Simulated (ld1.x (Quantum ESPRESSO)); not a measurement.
## N: variants of one PAW potential

Base potential:

- Element: N
- Generator: ld1.x (Quantum ESPRESSO) 7.5
- Type: PAW
- Functional: LDA (PZ)
- Relativity: scalar-relativistic
- Frozen core: [He]
- Valence charge: 5
- Reference configuration: 2s2 2p2 (charge +1)
- Partial waves: 2s (bound): rcut 0.85, rcutus 0.90 bohr; 2s channel at -1.2 Ry: rcut 0.85, rcutus 0.90 bohr; 2p (bound): rcut 1.60, rcutus 1.90 bohr; 2p channel at 0.3 Ry: rcut 1.60, rcutus 1.90 bohr; 3d channel at 0.4 Ry: rcut 1.50, rcutus 1.70 bohr; 3d channel at 1.9 Ry: rcut 1.50, rcutus 1.70 bohr
- Local potential: all-electron potential smoothed inside 1.25 bohr (lloc = -1)
- Core correction: a·sin(br)/r model core inside 0.80 bohr
- Augmentation charge: BESSEL, radius 0.95 bohr

All-electron outer shells of the reference configuration (LDA (PZ), scalar-relativistic, ld1.x):

```csv
shell,level (eV),outermost node (bohr),outermost maximum (bohr)
2s,-32.25,0.32,0.99
2p,-20.82,–,0.91
```

Cutoffs, loose and tight: the cutoffs (Ry, on a coarse ladder) from which the occupation-weighted sum of valence levels, in a spherical-Bessel basis at the reference potential, stays within 10 and 1 mRy of its value at 400 Ry. They do not see the model core or the augmentation charge, which bear on the density cutoff. Test errors are all-electron minus pseudo excitation energies from the reference, over the configurations 2s2 2p3; 2s2 2p1; 2s2 2p0; 2s2 2p2.5; 2s1 2p4; 2s1 2p0; 2s1 2p3 (two spin-polarised tests are not counted in the largest error). A dash means not determined; rows that change the core or the reference have their own tests. The largest error is taken over the tests solved by every variant that gives reliable tests at all: 2s2 2p0; 2s2 2p1; 2s2 2p2.5; 2s2 2p3.

Cutoffs are not given where the Bessel-basis levels miss the radial ones by over 6 mRy, ghosts where they miss by over 20 mRy; a channel whose overlap is not positive is not tested.

A file whose overlap is not positive is unfit for use, and its test errors describe a broken file.

```csv
change,outcome,"cutoff, loose","cutoff, tight",bound ghosts,largest test error (meV)
base,generated,35 Ry,50 Ry,none,+243
"waves 2p (bound): rcut 1.16, rcutus 1.24 bohr; 2p channel at 0.3 Ry: rcut 1.16, rcutus 1.24 bohr",generated,45 Ry,70 Ry,none,-8.7
"waves 2p (bound): rcut 1.34, rcutus 1.42 bohr; 2p channel at 0.3 Ry: rcut 1.34, rcutus 1.42 bohr",generated,35 Ry,55 Ry,none,-5.0
"waves 2p (bound): rcut 1.60, rcutus 1.72 bohr; 2p channel at 0.3 Ry: rcut 1.60, rcutus 1.72 bohr",generated,35 Ry,50 Ry,none,+70
"waves 2p (bound): rcut 1.60, rcutus 1.88 bohr; 2p channel at 0.3 Ry: rcut 1.60, rcutus 1.88 bohr",generated,35 Ry,50 Ry,none,+185
"waves 2p (bound): rcut 1.60, rcutus 2.12 bohr; 2p channel at 0.3 Ry: rcut 1.60, rcutus 2.12 bohr","generated, overlap not positive",–,–,not determined (overlap not positive),test run stopped at test 1 of 9 (negative rho)
"waves 2p (bound): rcut 1.60, rcutus 2.42 bohr; 2p channel at 0.3 Ry: rcut 1.60, rcutus 2.42 bohr",generated,35 Ry,50 Ry,none,+1197
"waves 2p (bound): rcut 1.60, rcutus 2.64 bohr; 2p channel at 0.3 Ry: rcut 1.60, rcutus 2.64 bohr",generated,35 Ry,50 Ry,none,+1674
"waves 2p (bound): rcut 1.60, rcutus 2.84 bohr; 2p channel at 0.3 Ry: rcut 1.60, rcutus 2.84 bohr",generated,35 Ry,50 Ry,none,+1962
```

Reading the sweep of the p radius (base included, trends over the rows without a ghost): The loose cutoff falls from 45 Ry at 1.24 to 35 Ry at 2.84 bohr. A larger radius leaves more room for a smooth pseudo-wave, so fewer plane waves are needed; a smaller one forces it to follow the all-electron wave where it bends sharply. The median size of the test errors (rows with all tests solved) rises from 0.6 meV at 1.24 to 116.4 meV at 1.9 bohr. More of the atom is replaced by a form fitted at one configuration, so other configurations suffer as the radius grows.
